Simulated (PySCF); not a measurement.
What does the PBE0-D3(BJ)/def2-TZVP structure of `[O+](CC)([B-](F)(F)F)CC` (BF3OEt2) look like in three dimensions?

```xyz
19
C4H10BF3O angstrom
C     -1.6943   -1.2236   -0.5187
C     -0.5914   -0.3265   -1.0084
O     -0.0611    0.4623    0.0889
C      1.3605    0.3310    0.3120
C      1.6802   -0.9783    0.9821
B     -0.6403    2.0099    0.1919
F     -0.2761    2.3939    1.4416
F     -1.9759    1.8546   -0.0041
F      0.0002    2.6735   -0.8125
H     -2.0955   -1.7963   -1.3580
H     -2.5004   -0.6300   -0.0891
H     -1.3279   -1.9235    0.2342
H     -0.9407    0.3775   -1.7643
H      0.2411   -0.8936   -1.4277
H      1.6237    1.1755    0.9453
H      1.8678    0.4467   -0.6494
H      1.1543   -1.0596    1.9343
H      2.7537   -1.0292    1.1751
H      1.4141   -1.8355    0.3600
```

Any rigid rotation of these coordinates is as good. Atoms count from 1 in this order. B6 (four-coordinate boron) is distorted tetrahedral (angles from 103.2° to 115.4°). Of the pairs four or more bonds apart, F7···H15 is among the closest relative to their van der Waals radii: 2.31 Å, 87 % of the sum of Bondi's values. O3 (oxygen bonded to B and 2 C) is pyramidal (angles 115.3°, 115.3° and 114.8°, sum 345.3°, 0.34 Å off the plane of its three neighbours).

Bonds between heavy atoms (Å): C1–C2 1.504, C2–O3 1.452, O3–C4 1.445, C4–C5 1.505, O3–B6 1.656, B6–F7 1.357, B6–F8 1.359, B6–F9 1.363.

The calculation used PBE0-D3(BJ)/def2-TZVP geometry optimisation, gas phase (PySCF 2.14.0).

Point group: C1 (no symmetry element, even within 0.4 Å). No frequency check. The numbers are those of one conformer (C1–C2–O3–C4 124°, C2–O3–C4–C5 -76°).
